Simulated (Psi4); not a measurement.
C2H8ClNOSi, singlet, at a GFN2-xTB geometry; PBE/6-31G* run with Psi4.

The Psi4 input:
```
memory 2 GB

molecule mol {
0 1
  Si    0.558032   -0.200284   -0.446100
  O     1.787015    0.855033   -0.464049
  Cl    0.743191   -1.530466    1.061705
  N    -0.918993    0.629350   -0.167810
  C    -1.192469    1.873920   -0.850658
  C    -2.131877   -0.030145    0.259469
  H     0.761636   -0.873631   -1.720189
  H     2.023953    1.376323    0.299950
  H    -1.810660    1.713752   -1.740725
  H    -1.726475    2.552660   -0.180347
  H    -0.259340    2.337664   -1.156955
  H    -1.887203   -0.932595    0.812099
  H    -2.700805    0.638607    0.910458
  H    -2.764892   -0.299249   -0.593666
}

set basis 6-31g*
set reference rks

energy('pbe')
print_variables()
```

The log (banner, timings and long lists left out):

```
   => Loading Basis Set <=

    Name: 6-31G*
    Role: ORBITAL
    Keyword: BASIS

         ---------------------------------------------------------
                                   SCF
               by Justin Turney, Rob Parrish, Andy Simmonett
                          and Daniel G. A. Smith
                              RKS Reference
         ---------------------------------------------------------

  ==> Geometry <==

    Molecular point group: c1
    Full point group: C1

    Geometry (in Angstrom), charge = 0, multiplicity = 1:

       Center              X                  Y                   Z               Mass
    ------------   -----------------  -----------------  -----------------  -----------------
         SI           0.486086886613    -0.136741982764    -0.481168696302    27.976926534650
         O            1.715069886613     0.918575017236    -0.499117696302    15.994914619570
         CL           0.671245886613    -1.466923982764     1.026636303698    34.968852682000
         N           -0.990938113387     0.692892017236    -0.202878696302    14.003074004430
         C           -1.264414113387     1.937462017236    -0.885726696302    12.000000000000
         C           -2.203822113387     0.033397017236     0.224400303698    12.000000000000
         H            0.689690886613    -0.810088982764    -1.755257696302     1.007825032230
         H            1.952007886613     1.439865017236     0.264881303698     1.007825032230
         H           -1.882605113387     1.777294017236    -1.775793696302     1.007825032230
         H           -1.798420113387     2.616202017236    -0.215415696302     1.007825032230
         H           -0.331285113387     2.401206017236    -1.192023696302     1.007825032230
         H           -1.959148113387    -0.869052982764     0.777030303698     1.007825032230
         H           -2.772750113387     0.702149017236     0.875389303698     1.007825032230
         H           -2.836837113387    -0.235706982764    -0.628734696302     1.007825032230

  Running in c1 symmetry.

  Rotational constants: A =      0.10526  B =      0.06122  C =      0.04165 [cm^-1]
  Rotational constants: A =   3155.47435  B =   1835.28502  C =   1248.53557 [MHz]
  Nuclear repulsion =  398.552744371732899

  Charge       = 0
  Multiplicity = 1
  Electrons    = 66
  Nalpha       = 33
  Nbeta        = 33

  ==> Algorithm <==

  SCF Algorithm Type is DF.
  DIIS enabled.
  MOM disabled.
  Fractional occupation disabled.
[...]
   @DF-RKS iter   4:  -960.14825704478574   -2.83392e-02   1.12648e-03 ADIIS/DIIS
   @DF-RKS iter   5:  -960.15447186778317   -6.21482e-03   3.90719e-04 ADIIS/DIIS
   @DF-RKS iter   6:  -960.15523579192325   -7.63924e-04   1.28775e-04 ADIIS/DIIS
   @DF-RKS iter   7:  -960.15533120138639   -9.54095e-05   3.30890e-05 DIIS
   @DF-RKS iter   8:  -960.15533731618291   -6.11480e-06   5.46745e-06 DIIS
   @DF-RKS iter   9:  -960.15533753096111   -2.14778e-07   9.46932e-07 DIIS
  Energy and wave function converged.

  ==> Post-Iterations <==

   Electrons on quadrature grid:
      Ntotal   =   65.9999523367 ; deviation = -4.766e-05

    Orbital Energies [Eh]
    ---------------------

    Doubly Occupied:

[...]
    Virtual:

[...]
    Final Occupation by Irrep:
              A
    DOCC [    33 ]
    NA   [    33 ]
    NB   [    33 ]

  @DF-RKS Final Energy:  -960.15533753096111

   => Energetics <=

    Nuclear Repulsion Energy =            398.5527443717328993
    One-Electron Energy =               -2115.8360909968864689
    Two-Electron Energy =                 835.1663195884692641
    DFT Exchange-Correlation Energy =     -78.0383104942768000
    Empirical Dispersion Energy =           0.0000000000000000
    VV10 Nonlocal Energy =                  0.0000000000000000
    Total Energy =                       -960.1553375309611056

Computation Completed

Properties will be evaluated at   0.000000,   0.000000,   0.000000 [a0]

Properties computed using the SCF density matrix

 Multipole Moments:

 ------------------------------------------------------------------------------------
     Multipole            Electronic (a.u.)      Nuclear  (a.u.)        Total (a.u.)
 ------------------------------------------------------------------------------------

 L = 1.  Multiply by 2.5417464519 to convert [e a0] to [Debye]
 Dipole X            :          8.4964984           -8.9731292           -0.4766308
 Dipole Y            :         -7.1984192            7.9250770            0.7266578
 Dipole Z            :          4.4004388           -4.3738088            0.0266299
 Magnitude           :                                                    0.8694353

 ------------------------------------------------------------------------------------

  Variable Map:
  ----------------------------------------------------------------------------
[...]
  Array Variable Map:
  ----------------------------------------------------------------------------
[...]
[...]
```
